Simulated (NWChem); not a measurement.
Molecule: CH5InS; SMILES C[S][InH2]

```xyz
8

In     0.0853     0.9608    -0.0015
H     -1.1828     2.1372    -0.0124
H      1.8142     1.1348     0.0161
S     -0.6391    -1.3495    -0.0083
C      0.9536    -2.2739    -0.0017
H      1.0161    -2.8925    -0.9178
H      0.9773    -2.9401     0.8823
H      1.8309    -1.5995     0.0353
```
Atoms are numbered in this order, from 1.

Level: PBE-D3(BJ)/def2-SVP with def2 effective core potentials on In (NWChem), optimised geometry, unscaled harmonic frequencies. def2 effective core potentials on In; no spin-orbit coupling.

```csv
frequency (cm⁻¹),IR intensity (km/mol)
61,0.4
155,0.7
213,0.3
326,36.3
375,34.2
479,55.7
541,144.1
693,1.3
926,7.0
933,7.7
1282,18.8
1397,4.5
1407,7.0
1731,99.3
1772,217.8
2978,24.8
3085,3.3
3086,1.7
```

The zero-point energy comes out as 30.6 kcal/mol, the thermal correction to the enthalpy at 298.15 K (with zero-point energy) is 35.1 kcal/mol and the heat capacity Cv is 19.4 cal/(mol K). The entropy at 298.15 K and 1 atm (symmetry number 1) comes out as 80.7 cal/(mol K).

Rigid rotor and harmonic oscillator; modes under 100 cm⁻¹ make the entropy uncertain.
